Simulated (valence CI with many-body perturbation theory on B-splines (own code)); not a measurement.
# E1 transitions of Mo³⁵⁺

Method: configuration interaction combined with many-body perturbation theory (CI+MBPT): five valence electrons over a frozen Dirac-Fock core [He], radial functions for each j: 11 s, 11 p, 10 d, 8 f, 5 g, 2 h, with the one-electron correlation potential Σ1, the two-electron term Σ2, the three-electron term Σ3, Breit, model QED; selected CI, second order for the rest, scaled by the run's own slope (own B-spline code, finite nucleus).

No measured spectrum was set against this ion. As an estimate, large intervals hold to a few tenths of a per cent, small ones and those within an open d or f shell to about a per cent. Among the levels kept, up to 11000 cm⁻¹ of a level comes from second order outside the variational space, and about a tenth of that is noise between levels of different J, which matters for small intervals.

Lines 151 to 200 of 596 in falling wavelength, among levels below 3273.4 eV, chosen from the strongest by gf and those to the six lowest levels. Wavelengths and rates use the calculated energies. Electric multipoles are in the length gauge, E1 and E2 with the static RPA response of the core. Weak lines are less certain than strong ones. Lines between different terms over intervals too small for the method are left out, as are lines whose strength nearly cancels. Where a level lies close to another of its J and parity, the split of strength between their lines is uncertain. The highest levels of a list are the least certain.

Levels are named by their leading jj configuration (3d3/2^4 stands for four electrons in 3d with j = 3/2), which in mixed levels can hold well under half, so a name can repeat and another be missing. Letters in brackets count levels of one name in rising energy.

| λ vac (nm) | Upper | Lower | A (s⁻¹) | log gf | Branch % |
| --- | --- | --- | --- | --- | --- |
| 14.15 | (2s 2p1/2 2p3/2^2 3d5/2) J=5/2 [c] | (2s 2p1/2 2p3/2^2 3p1/2) J=3/2 [b] | 4.43e+09 | -1.10 | 0.0 |
| 14.14 | (2s 2p1/2 2p3/2^2 3d3/2) J=3/2 [d] | (2s 2p1/2 2p3/2^2 3p1/2) J=1/2 [b] | 7.76e+09 | -1.03 | 0.0 |
| 14.02 | (2s 2p1/2 2p3/2^2 3d3/2) J=5/2 [c] | (2s 2p1/2 2p3/2^2 3p1/2) J=3/2 [c] | 7.40e+09 | -0.88 | 0.0 |
| 14.00 | (2s^2 2p1/2 2p3/2 3d3/2) J=3/2 [a] | (2s^2 2p1/2 2p3/2 3p1/2) J=1/2 | 9.07e+09 | -0.97 | 0.0 |
| 13.98 | (2s 2p1/2 2p3/2^2 3d3/2) J=7/2 [b] | (2s 2p1/2 2p3/2^2 3p1/2) J=7/2 | 6.45e+09 | -0.82 | 0.0 |
| 13.97 | (2s 2p3/2^3 3p3/2) J=5/2 [a] | (2s 2p3/2^3 3s) J=5/2 [a] | 8.20e+09 | -0.84 | 0.0 |
| 13.92 | (2s^2 2p1/2 2p3/2 3p3/2) J=5/2 [b] | (2s^2 2p1/2 2p3/2 3s) J=3/2 [b] | 1.50e+10 | -0.58 | 2.4 |
| 13.86 | (2s 2p1/2 2p3/2^2 3d3/2) J=7/2 [a] | (2s 2p1/2 2p3/2^2 3p1/2) J=5/2 [a] | 5.04e+09 | -0.93 | 0.0 |
| 13.76 | (2s 2p1/2 2p3/2^2 3d3/2) J=7/2 [a] | (2s^2 2p3/2^2 3d5/2) J=5/2 [a] | 5.07e+09 | -0.94 | 0.0 |
| 13.69 | (2s 2p1/2^2 2p3/2 3p3/2) J=1/2 [b] | (2s 2p1/2^2 2p3/2 3s) J=1/2 | 2.14e+10 | -0.92 | 0.1 |
| 13.63 | (2s^2 2p1/2 2p3/2 3d3/2) J=1/2 [a] | (2s^2 2p1/2 2p3/2 3p1/2) J=1/2 | 1.48e+10 | -1.08 | 0.1 |
| 13.33 | (2s 2p1/2 2p3/2^2 3d5/2) J=9/2 [b] | (2s 2p1/2 2p3/2^2 3p1/2) J=7/2 | 4.57e+09 | -0.91 | 2.3 |
| 13.30 | (2s^2 2p1/2 2p3/2 3p3/2) J=5/2 [b] | (2s^2 2p1/2 2p3/2 3s) J=5/2 | 1.06e+10 | -0.77 | 1.7 |
| 13.10 | (2s 2p1/2^2 2p3/2 3p3/2) J=5/2 [a] | (2s 2p1/2^2 2p3/2 3s) J=5/2 | 1.21e+10 | -0.73 | 0.0 |
| 12.70 | (2s 2p1/2 2p3/2^2 3p3/2) J=3/2 [f] | (2s 2p1/2 2p3/2^2 3s) J=3/2 [c] | 1.57e+10 | -0.82 | 0.1 |
| 12.53 | (2s^2 2p1/2 2p3/2 3p3/2) J=1/2 [b] | (2s^2 2p1/2 2p3/2 3s) J=3/2 [b] | 2.81e+10 | -0.88 | 2.8 |
| 12.50 | (2s 2p1/2 2p3/2^2 3p3/2) J=5/2 [b] | (2s 2p1/2 2p3/2^2 3s) J=7/2 | 6.16e+09 | -1.06 | 0.0 |
| 12.40 | (2s^2 2p3/2^2 3p3/2) J=3/2 [a] | (2s^2 2p3/2^2 3s) J=3/2 | 2.51e+10 | -0.64 | 1.5 |
| 11.25 | (2s 2p1/2^2 2p3/2 3d5/2) J=7/2 [a] | (2s 2p1/2^2 2p3/2 3p1/2) J=5/2 | 5.48e+09 | -1.08 | 0.0 |
| 10.13 | (2s 2p1/2 2p3/2^2 3p1/2) J=7/2 | (2s^2 2p3/2^2 3p1/2) J=5/2 | 8.00e+09 | -1.01 | 0.1 |
| 9.410 | (2s 2p1/2 2p3/2^2 3s) J=7/2 | (2s^2 2p3/2^2 3s) J=5/2 | 1.15e+10 | -0.91 | 0.1 |
| 9.382 | (2p1/2^2 2p3/2^2 3p1/2) J=5/2 | (2s 2p1/2 2p3/2^2 3p1/2) J=3/2 [d] | 1.02e+10 | -1.09 | 0.0 |
| 8.933 | (2s 2p1/2^2 2p3/2^2) J=5/2 | (2s^2 2p1/2 2p3/2^2) J=5/2 | 3.58e+09 | -1.59 | 6.7 |
| 8.522 | (2p1/2^2 2p3/2^2 3s) J=5/2 | (2s 2p1/2 2p3/2^2 3s) J=3/2 [d] | 1.20e+10 | -1.10 | 0.3 |
| 8.285 | (2p1/2^2 2p3/2^2 3s) J=5/2 | (2s 2p1/2 2p3/2^2 3s) J=5/2 [c] | 1.26e+10 | -1.11 | 0.4 |
| 8.141 | (2p1/2^2 2p3/2^2 3p1/2) J=5/2 | (2s 2p1/2 2p3/2^2 3p1/2) J=5/2 [c] | 1.32e+10 | -1.10 | 0.1 |
| 8.020 | (2s 2p1/2^2 2p3/2^2) J=5/2 | (2s^2 2p1/2 2p3/2^2) J=3/2 | 9.95e+09 | -1.24 | 18.7 |
| 7.737 | (2s 2p1/2 2p3/2^3) J=5/2 | (2s^2 2p3/2^3) J=3/2 | 1.15e+10 | -1.21 | 7.0 |
| 7.560 | (2s 2p1/2^2 2p3/2^2) J=1/2 | (2s^2 2p1/2 2p3/2^2) J=1/2 | 1.39e+10 | -1.62 | 7.7 |
| 7.216 | (2p1/2^2 2p3/2^3) J=3/2 | (2s 2p1/2 2p3/2^3) J=3/2 [b] | 3.21e+10 | -1.00 | 6.8 |
| 6.944 | (2p1/2^2 2p3/2^2 3p1/2) J=3/2 | (2s 2p1/2 2p3/2^2 3p1/2) J=5/2 [b] | 3.75e+10 | -0.96 | 0.1 |
| 6.887 | (2p1/2 2p3/2^4) J=1/2 | (2s 2p3/2^4) J=1/2 | 5.53e+10 | -1.10 | 9.1 |
| 6.674 | (2s 2p1/2^2 2p3/2^2) J=3/2 | (2s^2 2p1/2 2p3/2^2) J=5/2 | 1.14e+10 | -1.52 | 4.4 |
| 6.406 | (2p1/2^2 2p3/2^2 3s) J=3/2 | (2s 2p1/2 2p3/2^2 3s) J=5/2 [b] | 5.51e+10 | -0.87 | 0.3 |
| 6.335 | (2s 2p1/2 2p3/2^3) J=3/2 [b] | (2s^2 2p3/2^3) J=3/2 | 1.74e+10 | -1.38 | 3.6 |
| 6.320 | (2p1/2^2 2p3/2^2 3p1/2) J=5/2 | (2s 2p1/2 2p3/2^2 3p1/2) J=7/2 | 5.26e+10 | -0.72 | 0.2 |
| 6.231 | (2p1/2^2 2p3/2^2 3s) J=5/2 | (2s 2p1/2 2p3/2^2 3s) J=7/2 | 4.52e+10 | -0.80 | 1.3 |
| 5.981 | (2p1/2^2 2p3/2^3) J=3/2 | (2s 2p1/2 2p3/2^3) J=5/2 | 7.25e+10 | -0.81 | 15.2 |
| 5.557 | (2p1/2^2 2p3/2^2 3s) J=5/2 | (2s 2p1/2 2p3/2^2 3s) J=5/2 [a] | 3.09e+10 | -1.07 | 0.9 |
| 5.408 | (2s 2p1/2 2p3/2^2 3d5/2) J=9/2 [a] | (2s^2 2p1/2 2p3/2 3d5/2) J=7/2 [a] | 2.77e+10 | -0.92 | 62.7 |
| 5.385 | (2p1/2^2 2p3/2^3) J=3/2 | (2s 2p1/2 2p3/2^3) J=3/2 [a] | 4.49e+10 | -1.11 | 9.5 |
| 5.362 | (2s 2p1/2 2p3/2^2 3p3/2) J=7/2 [b] | (2s^2 2p1/2 2p3/2 3p3/2) J=5/2 [b] | 2.49e+10 | -1.07 | 0.1 |
| 5.362 | (2s 2p1/2 2p3/2^2 3s) J=5/2 [a] | (2s^2 2p1/2 2p3/2 3s) J=3/2 [a] | 4.87e+10 | -0.90 | 0.4 |
| 5.328 | (2s 2p1/2 2p3/2^2 3p3/2) J=7/2 [a] | (2s^2 2p1/2 2p3/2 3p3/2) J=5/2 [a] | 3.11e+10 | -0.98 | 0.4 |
| 5.173 | (2s 2p1/2 2p3/2^2 3d5/2) J=11/2 | (2s^2 2p1/2 2p3/2 3d5/2) J=9/2 | 2.29e+10 | -0.96 | 71.8 |
| 5.109 | (2s 2p1/2 2p3/2^2 3s) J=7/2 | (2s^2 2p1/2 2p3/2 3s) J=5/2 | 3.62e+10 | -0.95 | 0.2 |
| 5.106 | (2s 2p1/2 2p3/2^2 3p3/2) J=9/2 | (2s^2 2p1/2 2p3/2 3p3/2) J=7/2 | 2.55e+10 | -1.00 | 26.0 |
| 5.101 | (2s 2p1/2 2p3/2^2 3d3/2) J=9/2 | (2s^2 2p1/2 2p3/2 3d3/2) J=7/2 | 2.16e+10 | -1.07 | 29.1 |
| 5.055 | (2s 2p1/2 2p3/2^2 3p1/2) J=7/2 | (2s^2 2p1/2 2p3/2 3p1/2) J=5/2 | 2.94e+10 | -1.04 | 0.3 |
| 4.894 | (2s 2p1/2^2 2p3/2^2) J=5/2 | (2s^2 2p1/2^2 2p3/2) J=3/2 | 3.96e+10 | -1.07 | 74.5 |
